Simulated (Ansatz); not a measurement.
`CO[Si](C)(F)[GeH3]` and `CO[Si](C)(F)[SeH]` differ in one atom or group.

Ansatz, PBE0-D4/def2-TZVP geometries, multiplicity 1. Each molecule was computed in one conformer, which needn't be the lowest.

Scalar relativity is left out up to krypton. Spin–orbit coupling is left out; it splits and shifts lone-pair levels of the heavy atoms by tenths of an eV.

| property | `CO[Si](C)(F)[GeH3]` |
| --- | --- |
| LUMO energy (ωB97M-V/def2-TZVPP) / eV | 2.15 |
| HOMO energy (ωB97M-V/def2-TZVPP) / eV | -9.80 |
| size of the dipole moment (ωB97M-V/def2-TZVPP) / D | 1.03 |
| HOMO energy (PBE/def2-TZVPP) / eV | -6.48 |
| HOMO–LUMO gap (B3LYP/def2-TZVPP) / eV | 7.73 |
| HOMO energy (PBE0/def2-TZVPP) / eV | -7.72 |

Q: Give the same properties after the change, and the shifts. (Best estimate.)

A: Ansatz gave: 
```
                                          property  `CO[Si](C)(F)[SeH]`  shift
             LUMO energy (ωB97M-V/def2-TZVPP) / eV                 1.76  -0.39
             HOMO energy (ωB97M-V/def2-TZVPP) / eV                -9.41   0.39
size of the dipole moment (ωB97M-V/def2-TZVPP) / D                 2.83   1.80
                 HOMO energy (PBE/def2-TZVPP) / eV                -6.05   0.43
             HOMO–LUMO gap (B3LYP/def2-TZVPP) / eV                 6.69  -1.04
                HOMO energy (PBE0/def2-TZVPP) / eV                -7.23   0.49
```

With PBE0 the HOMO rises by 0.49 eV and the LUMO falls by 0.41 eV, so the gap narrows by about 0.90 eV. PBE moves the HOMO by 0.43 eV and ωB97M-V by 0.39 eV. Dipoles are sizes alone; their direction can turn.

B3LYP here is the variant with VWN-RPA as its local correlation; programs differ in this.
